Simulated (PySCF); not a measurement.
Harmonic spectrum computed at PBE0 in the def2-TZVPD basis family (core potentials from Rb on, PySCF, no spin–orbit coupling):

```
ω (cm⁻¹)  IR (km/mol, summed over degenerate members)  degeneracy
     504                                          206           2
     614                                         79.9           1
     687                                          0.0           1
     698                                         88.0           2
     796                                          6.3           2
     968                                          152           1
    1585                                         1002           2
    1643                                          617           1
    1748                                          821           2
    1833                                          200           1
```

Which molecule gave it? In each, all ligands are bound to the one heavy central atom.
A. PH₆⁻ (singlet)
B. TaH₆⁻ (singlet)
C. IH₆⁻ (singlet)
D. NbH₆⁻ (singlet)

D. It has C3v symmetry with Nb–H 1.747 Å (×3), Nb–H 1.823 Å (×3).
